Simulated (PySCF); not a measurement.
**Ru(2+): ionisation energy**

Ru(2+) [Kr] 4d6 (5D) → Ru(3+) [Kr] 4d5 (6S), as a difference of total energies. All numbers are calculated (PySCF 2.14, scalar relativity through the core potential, in def2-TZVPPD with the def2 core potential (28 electrons)). Correlated levels: valence and next inner shell: nothing frozen outside the core potential. The calculations carry no spin-orbit coupling.

```json
{"method": "UHF", "ionisation energy (eV)": "26.556"}
{"method": "MP2 (valence and next inner shell)", "ionisation energy (eV)": "27.794"}
{"method": "SCS-MP2 (valence and next inner shell)", "ionisation energy (eV)": "27.809"}
{"method": "CCSD (valence and next inner shell)", "ionisation energy (eV)": "27.794"}
{"method": "CCSD(T) (valence and next inner shell)", "ionisation energy (eV)": "27.844"}
```

Problem. How much does correlation contribute at CCSD(T) (valence and next inner shell)?

Solution. 27.844 − (26.556) = 1.288 eV, measured against UHF.

The reference lies between the lowest fine-structure levels, while these numbers refer to the centres of the terms.

Errors of the correlated levels include the incompleteness of this basis.

For comparison: 28.47 eV (semi-empirical (NIST evaluation); NIST Atomic Spectra Database, ionization energies).
